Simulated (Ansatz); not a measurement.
Saddle point of BNH5F3, singlet (BHF₂ ([F][BH][F]) + NH₃ + HF → BNH₂F₂ ([NH2][B]([F])[F]) + HF + H₂; bonds formed: H2–H7, H5–F8; dative contacts that become bonds: B1–N6; bonds broken: B1–H2, H5–N6, H7–F8), PBE0-D4/def2-TZVP structure:

B1  (-0.561, -0.140, -0.695)
H2  (0.579, 0.679, -1.215)
F3  (-0.430, -1.222, -1.480)
F4  (-1.573, 0.708, -0.946)
H5  (0.756, 0.177, 0.973)
N6  (-0.309, -0.402, 0.793)
H7  (1.074, 0.777, -0.510)
F8  (1.719, 0.820, 0.706)
H9  (-0.219, -1.391, 0.996)
H10  (-1.036, -0.006, 1.378)
(Å)

Energies are electronic, without zero-point energy. Barriers and step energies count from the start structure reached by relaxing down the imaginary mode; all methods use the PBE0-D4 structures, on which another method's saddle can fall below an end. Computed with Ansatz 0.2.0 (basis: def2-TZVPP, with def2-QZVPP for the basis limit); correlated methods freeze the cores. B3LYP uses VWN-RPA correlation. Extrapolation: Hartree–Fock as exp(−7.88 √X), correlation as X^−2.97.

```csv
method,barrier (eV),step energy (eV)
SPW92,0.547,0.239
PBE-D4,0.831,-0.032
BLYP-D4,0.926,-0.188
r2SCAN-D4,0.926,-0.051
B97M-V,1.151,-0.084
PBE0-D4,?,-0.002
B3LYP-D4,?,-0.139
r2SCAN0-D4,1.086,-0.025
BHLYP-D4,1.308,-0.101
CAM-B3LYP-D4,1.101,-0.072
wB97X-V,1.164,-0.032
wB97M-V,1.164,-0.062
B2PLYP,1.154,-0.116
PBE-QIDH,?,0.003
RPA on PBE,1.246,-0.049
HF,1.763,-0.286
MP2,1.200,-0.071
CCSD,1.362,-0.057
CCSD(T),1.263,-0.044
```

Question: Fill in the withheld barriers. (Judge from chemistry; the value comes from the calculation.)

Answer: By the calculation: B3LYP-D4 1.076; PBE0-D4 1.035; PBE-QIDH 1.181 eV. Each is the energy of the saddle less that of the start structure, by the same method.

For comparison, the barrier by CCSD(T) at an estimated basis limit (MP2 extrapolated from triple and quadruple zeta, plus CCSD(T) − MP2 in triple zeta) is 1.240 eV.

No T1 diagnostic of these runs exceeds 0.013.

Labels in which every atom is bracketed show which atoms are joined, not bond orders.

For scale, one of the runs: CCSD(T)/def2-TZVPP, 225 basis functions, launched by `ansatz run in.yaml --threads 4 --pin off --events-out ev --progress --plain --max-ram 9574MiB`. Time: 2.8 min of wall clock on 4 CPU threads of an Intel Xeon; the host was shared. Peak host memory: 4.2 GiB.
